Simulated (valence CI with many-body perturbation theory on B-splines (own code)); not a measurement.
## E1 transitions of Tb⁵⁸⁺

Level of theory: configuration interaction combined with many-body perturbation theory (CI+MBPT): five valence electrons over a frozen Dirac-Fock core [He], radial functions for each j: 11 s, 11 p, 10 d, 8 f, 5 g, 2 h, with the one-electron correlation potential Σ1 (screened to all orders), the two-electron term Σ2, the three-electron term Σ3, Breit, model QED; selected single and double excitations, second order for the rest, scaled by the run's own slope (own B-spline code, finite nucleus).

No measured spectrum was set against this ion. As an estimate, large intervals hold to a few tenths of a per cent, small ones and those within an open d or f shell to about a per cent. Among the levels kept, up to 7300 cm⁻¹ of a level comes from second order outside the variational space, and about a tenth of that is noise between levels of different J, which matters for small intervals.

Lines 1 to 50 of 580 in falling wavelength, among levels below 9343.2 eV, chosen from the strongest by gf and those to the six lowest levels. Wavelengths and rates use the calculated energies. Electric multipoles are in the length gauge, E1 and E2 with the static RPA response of the core. Weak lines are less certain than strong ones. Lines between different terms over intervals too small for the method are left out, as are lines whose strength nearly cancels. The highest levels of a list are the least certain.

Levels are named by their leading jj configuration (3d3/2^4 stands for four electrons in 3d with j = 3/2), which in mixed levels can hold well under half, so a name can repeat and another be missing. Letters in brackets count levels of one name in rising energy.

| λ vac (nm) | Upper | Lower | A (s⁻¹) | log gf | Branch % |
| --- | --- | --- | --- | --- | --- |
| 17.77 | (2s 2p1/2 2p3/2^2 3p1/2) J=7/2 | (2s 2p1/2 2p3/2^2 3s) J=5/2 [b] | 2.26e+09 | -1.07 | 0.0 |
| 13.95 | (2s 2p1/2 2p3/2^2 3p1/2) J=3/2 [a] | (2s 2p1/2 2p3/2^2 3s) J=5/2 [a] | 7.36e+09 | -1.07 | 0.0 |
| 13.30 | (2s 2p1/2 2p3/2^2 3p1/2) J=7/2 | (2s 2p1/2 2p3/2^2 3s) J=7/2 | 4.75e+09 | -1.00 | 0.0 |
| 13.07 | (2s^2 2p3/2^2 3p1/2) J=5/2 | (2s^2 2p3/2^2 3s) J=3/2 | 5.84e+09 | -1.05 | 0.3 |
| 12.83 | (2s 2p1/2^2 2p3/2 3p1/2) J=3/2 [a] | (2s 2p1/2^2 2p3/2 3s) J=5/2 | 9.08e+09 | -1.05 | 0.0 |
| 12.70 | (2s 2p1/2^2 2p3/2 3p1/2) J=5/2 | (2s 2p1/2^2 2p3/2 3s) J=5/2 | 6.17e+09 | -1.05 | 0.0 |
| 12.36 | (2s 2p1/2 2p3/2^2 3p1/2) J=5/2 [a] | (2s 2p1/2 2p3/2^2 3s) J=5/2 [a] | 6.19e+09 | -1.07 | 0.0 |
| 12.29 | (2s^2 2p3/2^2 3p1/2) J=3/2 | (2s^2 2p3/2^2 3s) J=5/2 | 1.06e+10 | -1.02 | 0.4 |
| 11.95 | (2s^2 2p3/2^2 3p1/2) J=5/2 | (2s^2 2p3/2^2 3s) J=5/2 | 6.90e+09 | -1.05 | 0.3 |
| 10.43 | (2s^2 2p1/2 2p3/2 3p1/2) J=3/2 [b] | (2s^2 2p1/2 2p3/2 3s) J=5/2 | 1.45e+10 | -1.02 | 0.5 |
| 10.08 | (2s 2p1/2 2p3/2^2 3p1/2) J=5/2 [b] | (2s 2p1/2 2p3/2^2 3s) J=7/2 | 1.71e+10 | -0.81 | 0.0 |
| 9.254 | (2s^2 2p3/2^2 3d5/2) J=5/2 [a] | (2s^2 2p3/2^2 3p3/2) J=3/2 [a] | 1.29e+10 | -1.00 | 0.0 |
| 8.916 | (2s 2p1/2 2p3/2^2 3d5/2) J=7/2 [c] | (2s 2p1/2 2p3/2^2 3p3/2) J=5/2 [d] | 2.12e+10 | -0.69 | 0.0 |
| 8.900 | (2s 2p1/2 2p3/2^2 3d5/2) J=5/2 [f] | (2s 2p1/2 2p3/2^2 3p3/2) J=3/2 [g] | 1.98e+10 | -0.85 | 0.0 |
| 8.744 | (2s 2p1/2 2p3/2^2 3d5/2) J=7/2 [e] | (2s 2p1/2 2p3/2^2 3p3/2) J=5/2 [f] | 2.73e+10 | -0.60 | 0.0 |
| 8.742 | (2s 2p1/2^2 2p3/2 3d5/2) J=9/2 | (2s 2p1/2^2 2p3/2 3p3/2) J=7/2 | 3.54e+10 | -0.39 | 45.3 |
| 8.683 | (2s^2 2p1/2 2p3/2 3d5/2) J=7/2 [a] | (2s^2 2p1/2 2p3/2 3p3/2) J=5/2 [a] | 2.77e+10 | -0.60 | 0.1 |
| 8.669 | (2s 2p1/2 2p3/2^2 3d5/2) J=11/2 | (2s 2p1/2 2p3/2^2 3p3/2) J=9/2 | 3.58e+10 | -0.32 | 4.8 |
| 8.614 | (2s 2p1/2^2 2p3/2 3d5/2) J=3/2 [b] | (2s 2p1/2^2 2p3/2 3p3/2) J=1/2 [b] | 2.50e+10 | -0.95 | 0.0 |
| 8.613 | (2s 2p1/2 2p3/2^2 3d5/2) J=9/2 [a] | (2s 2p1/2 2p3/2^2 3p3/2) J=7/2 [a] | 3.22e+10 | -0.45 | 2.2 |
| 8.604 | (2s^2 2p3/2^2 3d5/2) J=9/2 | (2s^2 2p3/2^2 3p3/2) J=7/2 | 2.96e+10 | -0.48 | 34.4 |
| 8.586 | (2s^2 2p3/2^2 3d5/2) J=5/2 [b] | (2s^2 2p3/2^2 3p3/2) J=3/2 [b] | 2.79e+10 | -0.73 | 0.0 |
| 8.563 | (2s 2p1/2 2p3/2^2 3d5/2) J=9/2 [b] | (2s 2p1/2 2p3/2^2 3p3/2) J=7/2 [b] | 2.85e+10 | -0.50 | 1.2 |
| 8.534 | (2s 2p1/2 2p3/2^2 3d5/2) J=5/2 [d] | (2s 2p1/2 2p3/2^2 3p3/2) J=3/2 [e] | 2.47e+10 | -0.79 | 0.0 |
| 8.487 | (2s 2p1/2 2p3/2^2 3d5/2) J=5/2 [a] | (2s 2p1/2 2p3/2^2 3p3/2) J=3/2 [a] | 1.58e+10 | -0.99 | 0.0 |
| 8.482 | (2s 2p1/2 2p3/2^2 3d5/2) J=7/2 [a] | (2s 2p1/2 2p3/2^2 3p3/2) J=5/2 [a] | 2.79e+10 | -0.62 | 0.1 |
| 8.457 | (2s^2 2p1/2 2p3/2 3d5/2) J=7/2 [b] | (2s^2 2p1/2 2p3/2 3p3/2) J=5/2 [b] | 2.87e+10 | -0.61 | 0.0 |
| 8.456 | (2s 2p1/2 2p3/2^2 3d5/2) J=7/2 [d] | (2s 2p1/2 2p3/2^2 3p3/2) J=5/2 [e] | 2.90e+10 | -0.60 | 0.1 |
| 8.451 | (2s 2p1/2^2 2p3/2 3d5/2) J=5/2 [b] | (2s 2p1/2^2 2p3/2 3p3/2) J=3/2 [b] | 3.19e+10 | -0.69 | 0.0 |
| 8.437 | (2s 2p1/2^2 2p3/2 3d5/2) J=7/2 [a] | (2s 2p1/2^2 2p3/2 3p3/2) J=5/2 [a] | 3.20e+10 | -0.56 | 0.0 |
| 8.412 | (2s 2p1/2 2p3/2^2 3d5/2) J=5/2 [c] | (2s 2p1/2 2p3/2^2 3p3/2) J=3/2 [d] | 2.14e+10 | -0.87 | 0.0 |
| 8.385 | (2s 2p1/2^2 2p3/2 3d5/2) J=7/2 [b] | (2s 2p1/2^2 2p3/2 3p3/2) J=5/2 [b] | 3.86e+10 | -0.49 | 0.0 |
| 8.356 | (2s^2 2p1/2 2p3/2 3d5/2) J=9/2 | (2s^2 2p1/2 2p3/2 3p3/2) J=7/2 | 3.74e+10 | -0.41 | 55.0 |
| 8.302 | (2s 2p1/2 2p3/2^2 3d5/2) J=9/2 [c] | (2s 2p1/2 2p3/2^2 3p3/2) J=7/2 [c] | 3.94e+10 | -0.39 | 0.4 |
| 8.280 | (2s^2 2p1/2^2 3d5/2) J=5/2 | (2s^2 2p1/2^2 3p3/2) J=3/2 | 3.89e+10 | -0.62 | 0.0 |
| 8.266 | (2s^2 2p3/2^2 3d5/2) J=7/2 | (2s^2 2p3/2^2 3p3/2) J=5/2 | 1.99e+10 | -0.79 | 1.0 |
| 8.233 | (2s 2p1/2 2p3/2^2 3d5/2) J=5/2 [e] | (2s 2p1/2 2p3/2^2 3p3/2) J=3/2 [f] | 2.69e+10 | -0.79 | 0.0 |
| 8.020 | (2s 2p1/2^2 2p3/2 3d5/2) J=5/2 [a] | (2s 2p1/2^2 2p3/2 3p3/2) J=3/2 [a] | 2.42e+10 | -0.85 | 0.0 |
| 7.963 | (2s^2 2p1/2 2p3/2 3d5/2) J=5/2 [a] | (2s^2 2p1/2 2p3/2 3p3/2) J=3/2 [a] | 2.57e+10 | -0.83 | 0.0 |
| 6.957 | (2s 2p1/2 2p3/2^2 3d5/2) J=7/2 [b] | (2s 2p1/2 2p3/2^2 3p3/2) J=7/2 [b] | 1.59e+10 | -1.04 | 0.0 |
| 6.906 | (2s 2p1/2 2p3/2^2 3d5/2) J=5/2 [a] | (2s 2p1/2 2p3/2^2 3p3/2) J=5/2 [a] | 2.13e+10 | -1.04 | 0.0 |
| 5.359 | (2s 2p1/2 2p3/2^2 3p3/2) J=9/2 | (2s^2 2p3/2^2 3p3/2) J=7/2 | 4.97e+10 | -0.67 | 2.5 |
| 5.173 | (2s 2p1/2 2p3/2^2 3p3/2) J=7/2 [b] | (2s^2 2p3/2^2 3p3/2) J=5/2 | 2.97e+10 | -1.02 | 0.0 |
| 5.007 | (2s 2p1/2^2 2p3/2 3p3/2) J=7/2 | (2s^2 2p1/2 2p3/2 3p3/2) J=5/2 [a] | 6.66e+10 | -0.70 | 1.4 |
| 4.773 | (2s 2p1/2^2 2p3/2 3p3/2) J=5/2 [a] | (2s 2p1/2^2 2p3/2 3s) J=3/2 [b] | 4.58e+10 | -1.03 | 0.0 |
| 4.736 | (2s 2p1/2^2 2p3/2^2) J=5/2 | (2s^2 2p1/2 2p3/2^2) J=5/2 | 1.42e+10 | -1.54 | 1.6 |
| 4.717 | (2s 2p1/2 2p3/2^2 3p3/2) J=5/2 [f] | (2s^2 2p3/2^2 3p3/2) J=3/2 [b] | 4.38e+10 | -1.06 | 0.1 |
| 4.603 | (2p1/2^2 2p3/2^2 3p3/2) J=7/2 | (2s 2p1/2 2p3/2^2 3p3/2) J=5/2 [d] | 1.51e+11 | -0.42 | 0.1 |
| 4.364 | (2s 2p1/2^2 2p3/2^2) J=5/2 | (2s^2 2p1/2 2p3/2^2) J=3/2 | 2.42e+10 | -1.38 | 2.7 |
| 4.310 | (2p1/2^2 2p3/2^2 3p3/2) J=5/2 | (2s 2p1/2 2p3/2^2 3p3/2) J=3/2 [d] | 5.62e+10 | -1.03 | 0.0 |
